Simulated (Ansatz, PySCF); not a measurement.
Molecule: sum formula SnOH (charge -1, singlet). 
Coordinates optimised at B3LYP-D3(BJ)/def2-TZVP (Ansatz, an electronic-structure program):
```
O
H 1 0.9605
Sn 1 2.0909 2 103.36
```
Charge -1, spin multiplicity 1.

Total electronic energies in hartree. Correlated levels leave the core frozen unless marked. Spin-orbit coupling is left out. Frozen are the shells of the preceding noble gas and the d and f shells that filled before the atom's block. In def2 rows, elements after Kr have scalar-relativistic effective core potentials. CBS(X,Y): correlation extrapolated as X^-3; Hartree-Fock from the larger set.

The Hartree-Fock reference is unstable (checked in the largest basis), which strains HF and MP2. 

```json
[
 {"level": "HF/def2-QZVPPD", "program": "Ansatz", "energy (Eh)": "-288.82602"},
 {"level": "HF-D3(BJ)/def2-TZVPD", "program": "PySCF + dftd3", "energy (Eh)": "-288.83046"},
 {"level": "RI-HF/def2-QZVPP", "program": "Ansatz", "energy (Eh)": "-288.82483"},
 {"level": "SVWN5/def2-TZVPD", "program": "PySCF", "energy (Eh)": "-289.30617"},
 {"level": "revPBE-D3(BJ)/def2-TZVPD", "program": "Ansatz + dftd3", "energy (Eh)": "-290.19960"},
 {"level": "BP86-D3(BJ)/def2-TZVPD", "program": "PySCF + dftd3", "energy (Eh)": "…"},
 {"level": "r2SCAN-D4/def2-TZVPD", "program": "Ansatz + dftd4", "energy (Eh)": "-290.20997"},
 {"level": "PBE0-D4/def2-TZVP", "program": "Ansatz + dftd4", "energy (Eh)": "-290.08887"},
 {"level": "BHLYP/def2-TZVPD", "program": "Ansatz", "energy (Eh)": "-290.05855"},
 {"level": "HSE06-D4/def2-TZVPD", "program": "Ansatz + dftd4", "energy (Eh)": "-290.08884"},
 {"level": "LC-wPBE-D4/def2-TZVPD", "program": "Ansatz + dftd4", "energy (Eh)": "-290.14968"},
 {"level": "B2PLYP-D3(BJ)/def2-TZVPD", "program": "Ansatz + dftd3", "energy (Eh)": "…"},
 {"level": "MP2/def2-QZVPP", "program": "Ansatz", "energy (Eh)": "-289.19153"},
 {"level": "CCSD/def2-TZVPPD", "program": "Ansatz", "energy (Eh)": "-289.17414"},
 {"level": "CCSD(T)/CBS(def2-TZVPPD,def2-QZVPPD)", "program": "Ansatz", "energy (Eh)": "-289.2376"}
]
```

**Question.** What belongs in the gaps?

**Answer.** 
- BP86-D3(BJ)/def2-TZVPD, energy (Eh): -290.30189
- B2PLYP-D3(BJ)/def2-TZVPD, energy (Eh): -289.84657
